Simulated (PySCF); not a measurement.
C6H5Cl, SMILES Clc1ccccc1.

Geometry: PBE0-D3(BJ)/def2-SVP.

All values below come from PySCF with PBE0-D3(BJ)/def2-SVP.

Frequencies are harmonic and unscaled.

```json
[
 {"mode": "1", "ν (cm⁻¹)": "191", "IR (km/mol)": "0.2", "moving atoms (share of kinetic energy)": "C 70 %, Cl 16 %, H 13 %"},
 {"mode": "2", "ν (cm⁻¹)": "300", "IR (km/mol)": "0.2", "moving atoms (share of kinetic energy)": "C 60 %, Cl 28 %, H 12 %"},
 {"mode": "3", "ν (cm⁻¹)": "421", "IR (km/mol)": "0.0", "moving atoms (share of kinetic energy)": "C 71 %, H 29 %"},
 {"mode": "4", "ν (cm⁻¹)": "425", "IR (km/mol)": "3.2", "moving atoms (share of kinetic energy)": "Cl 55 %, C 41 %"},
 {"mode": "5", "ν (cm⁻¹)": "488", "IR (km/mol)": "7.7", "moving atoms (share of kinetic energy)": "C 73 %, H 26 %"},
 {"mode": "6", "ν (cm⁻¹)": "625", "IR (km/mol)": "0.3", "moving atoms (share of kinetic energy)": "C 92 %, H 8 %"},
 {"mode": "7", "ν (cm⁻¹)": "714", "IR (km/mol)": "26.2", "moving atoms (share of kinetic energy)": "C 55 %, H 45 %"},
 {"mode": "8", "ν (cm⁻¹)": "724", "IR (km/mol)": "20.7", "moving atoms (share of kinetic energy)": "C 82 %, Cl 10 %, H 8 %"},
 {"mode": "9", "ν (cm⁻¹)": "764", "IR (km/mol)": "44.2", "moving atoms (share of kinetic energy)": "H 59 %, C 41 %"},
 {"mode": "10", "ν (cm⁻¹)": "851", "IR (km/mol)": "0.0", "moving atoms (share of kinetic energy)": "H 79 %, C 21 %"},
 {"mode": "11", "ν (cm⁻¹)": "930", "IR (km/mol)": "2.3", "moving atoms (share of kinetic energy)": "H 70 %, C 30 %"},
 {"mode": "12", "ν (cm⁻¹)": "997", "IR (km/mol)": "0.0", "moving atoms (share of kinetic energy)": "H 71 %, C 29 %"},
 {"mode": "13", "ν (cm⁻¹)": "1015", "IR (km/mol)": "6.6", "moving atoms (share of kinetic energy)": "C 91 %, H 9 %"},
 {"mode": "14", "ν (cm⁻¹)": "1022", "IR (km/mol)": "0.0", "moving atoms (share of kinetic energy)": "H 75 %, C 25 %"},
 {"mode": "15", "ν (cm⁻¹)": "1056", "IR (km/mol)": "7.4", "moving atoms (share of kinetic energy)": "C 59 %, H 41 %"},
 {"mode": "16", "ν (cm⁻¹)": "1097", "IR (km/mol)": "8.1", "moving atoms (share of kinetic energy)": "H 69 %, C 31 %"},
 {"mode": "17", "ν (cm⁻¹)": "1128", "IR (km/mol)": "38.1", "moving atoms (share of kinetic energy)": "C 70 %, H 27 %"},
 {"mode": "18", "ν (cm⁻¹)": "1169", "IR (km/mol)": "0.1", "moving atoms (share of kinetic energy)": "H 93 %"},
 {"mode": "19", "ν (cm⁻¹)": "1183", "IR (km/mol)": "0.6", "moving atoms (share of kinetic energy)": "H 88 %, C 12 %"},
 {"mode": "20", "ν (cm⁻¹)": "1312", "IR (km/mol)": "0.2", "moving atoms (share of kinetic energy)": "H 73 %, C 27 %"},
 {"mode": "21", "ν (cm⁻¹)": "1392", "IR (km/mol)": "0.0", "moving atoms (share of kinetic energy)": "C 95 %"},
 {"mode": "22", "ν (cm⁻¹)": "1484", "IR (km/mol)": "5.8", "moving atoms (share of kinetic energy)": "C 65 %, H 35 %"},
 {"mode": "23", "ν (cm⁻¹)": "1516", "IR (km/mol)": "50.0", "moving atoms (share of kinetic energy)": "C 64 %, H 36 %"},
 {"mode": "24", "ν (cm⁻¹)": "1669", "IR (km/mol)": "3.5", "moving atoms (share of kinetic energy)": "C 93 %"},
 {"mode": "25", "ν (cm⁻¹)": "1673", "IR (km/mol)": "23.4", "moving atoms (share of kinetic energy)": "C 92 %"},
 {"mode": "26", "ν (cm⁻¹)": "3208", "IR (km/mol)": "0.1", "moving atoms (share of kinetic energy)": "H 92 %"},
 {"mode": "27", "ν (cm⁻¹)": "3217", "IR (km/mol)": "4.8", "moving atoms (share of kinetic energy)": "H 92 %, C 8 %"},
 {"mode": "28", "ν (cm⁻¹)": "3229", "IR (km/mol)": "5.9", "moving atoms (share of kinetic energy)": "H 91 %, C 9 %"},
 {"mode": "29", "ν (cm⁻¹)": "3236", "IR (km/mol)": "1.8", "moving atoms (share of kinetic energy)": "H 91 %, C 9 %"},
 {"mode": "30", "ν (cm⁻¹)": "3238", "IR (km/mol)": "1.1", "moving atoms (share of kinetic energy)": "H 91 %, C 9 %"}
]
```
